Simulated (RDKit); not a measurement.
Input file for RDKit: MMFF94 on CH4 (SMILES C).

```python
from rdkit import Chem
from rdkit.Chem import AllChem, rdDetermineBonds

blocks = [
'''5

C    -0.08744108    0.01240354    0.32097134
H    -0.33357381   -0.40106950   -0.65602036
H     0.57247743   -0.67456127    0.84870774
H     0.41208120    0.97190498    0.19233665
H    -1.00193496    0.15110197    0.89594749
''',
]
mol = None
for b in blocks:
    f = Chem.MolFromXYZBlock(b)
    rdDetermineBonds.DetermineBonds(f, charge=0)
    mol = f if mol is None else Chem.CombineMols(mol, f)
Chem.SanitizeMol(mol)
print(Chem.MolToSmiles(Chem.RemoveHs(mol)))
ff = AllChem.MMFFGetMoleculeForceField(mol, AllChem.MMFFGetMoleculeProperties(mol), nonBondedThresh=100.0, ignoreInterfragInteractions=False)
e = ff.CalcEnergy()
print(f'MMFF94 energy {e:.6f} kcal/mol')
```

The log:

```
C
MMFF94 energy 0.039908 kcal/mol
```

The run finished.

Cost: around 0.010 core-seconds (rough).
